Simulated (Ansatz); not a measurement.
CH3BOZn, relaxed with RKS PBE-D4/def2-SVP in Ansatz 0.2.0 from a rough embedded geometry. The force threshold is 0.03 eV/Å; the program also tests the step.

Charge 0, multiplicity 1. The bonds changed during the relaxation, so this is another structure than the one it started from.

Start:

```xyz
7

B     0.559    0.866    0.510
C     0.003   -0.536   -0.164
O    -0.543   -0.287   -1.410
Zn   -1.689    0.981    0.023
H     1.603    1.188    0.869
H     0.838   -1.254   -0.297
H    -0.771   -0.958    0.469
```

```json
{"step": "1", "energy (eV)": "-52203.1067", "largest force (eV/Å)": "2.712", "largest move (Å)": "0.000"}
{"step": "2", "energy (eV)": "-52203.9503", "largest force (eV/Å)": "1.280", "largest move (Å)": "0.195"}
{"step": "3", "energy (eV)": "-52204.4071", "largest force (eV/Å)": "0.863", "largest move (Å)": "0.191"}
{"step": "4", "energy (eV)": "-52204.5575", "largest force (eV/Å)": "0.833", "largest move (Å)": "0.156"}
{"step": "5", "energy (eV)": "-52204.6867", "largest force (eV/Å)": "0.743", "largest move (Å)": "0.143"}
{"step": "6", "energy (eV)": "-52205.0136", "largest force (eV/Å)": "1.537", "largest move (Å)": "0.191"}
{"step": "7", "energy (eV)": "-52205.4363", "largest force (eV/Å)": "2.354", "largest move (Å)": "0.196"}
{"step": "8", "energy (eV)": "-52205.9299", "largest force (eV/Å)": "1.159", "largest move (Å)": "0.172"}
{"step": "9", "energy (eV)": "-52206.1558", "largest force (eV/Å)": "1.599", "largest move (Å)": "0.195"}
{"step": "10", "energy (eV)": "-52206.2736", "largest force (eV/Å)": "0.538", "largest move (Å)": "0.200"}
{"step": "11", "energy (eV)": "-52206.3203", "largest force (eV/Å)": "0.483", "largest move (Å)": "0.196"}
{"step": "12", "energy (eV)": "-52206.3322", "largest force (eV/Å)": "0.195", "largest move (Å)": "0.082"}
{"step": "13", "energy (eV)": "-52206.3376", "largest force (eV/Å)": "0.090", "largest move (Å)": "0.066"}
{"step": "14", "energy (eV)": "-52206.3385", "largest force (eV/Å)": "0.020", "largest move (Å)": "0.015"}
```

End:

```xyz
7

B     0.397    0.634   -0.040
C     0.089   -0.878    0.034
O     0.238   -0.055   -1.206
Zn   -1.711    1.596    0.635
H     1.029    1.619    0.264
H     0.889   -1.635    0.142
H    -0.932   -1.281    0.171
```

Hardware: 2 threads of an Arm Neoverse V2 on a shared host. Wall time 24 s, peak host memory 0.15 GiB.
